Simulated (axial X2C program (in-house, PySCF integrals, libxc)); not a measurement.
# ZnSb⁺ along the bond: HF, scalar-relativistic

Calculated with an axial X2C code built on PySCF integrals. Spin-free means the one-electron spin-free X2C Hamiltonian. Basis: Sb dyall-v3z [11s12p8d1f], Zn dyall-v3z [9s10p6d3f2g] (cores contracted in-house); Gaussian nuclei, density fitting, unrestricted open shells. Masses: Sb 120.904 u, Zn 63.929 u.

State: M_S = 1, Λ = 0 (beyond evenly filled blocks: π+α, π-α). Dipoles are positive if Zn is the positive end and refer to the centre of mass.

```tsv
R (Å)	μ (D)	HOMO (eV)	LUMO (eV)	⟨S²⟩
2.277	4.660	-14.55	-5.73	2.069
2.381	4.492	-14.49	-5.75	2.130
2.460	4.325	-14.47	-5.73	2.189
2.538	4.176	-14.44	-5.69	2.249
2.617	4.065	-14.42	-5.64	2.305
2.709	3.990	-14.39	-5.62	2.363
2.800	3.970	-14.35	-5.67	2.415
2.918	4.018	-14.29	-5.76	2.472
3.062	4.175	-14.20	-5.90	2.532
3.271	4.577	-14.06	-6.12	2.605
```

(1) The minimum lies at 2.798 Å. What is the dipole moment there?

One determinant describes the state; a PBE0 search over occupations chose it and may have missed a lower one. PBE0 can misorder states that lie within some tenths of an eV, so this need not be the ground state of the molecule. The nearest other spin-free determinant of the search, M_S = 0, Λ = 2, lies 0.85 eV up at the distance of the search. The determinant is spin-polarised beyond a pure state at some levels (its spin-free form has ⟨S²⟩ too high), which makes Re and μ there less reliable.

Answers

(1) At HF, spin-free, with the sign and origin stated: μ = 3.97 D.
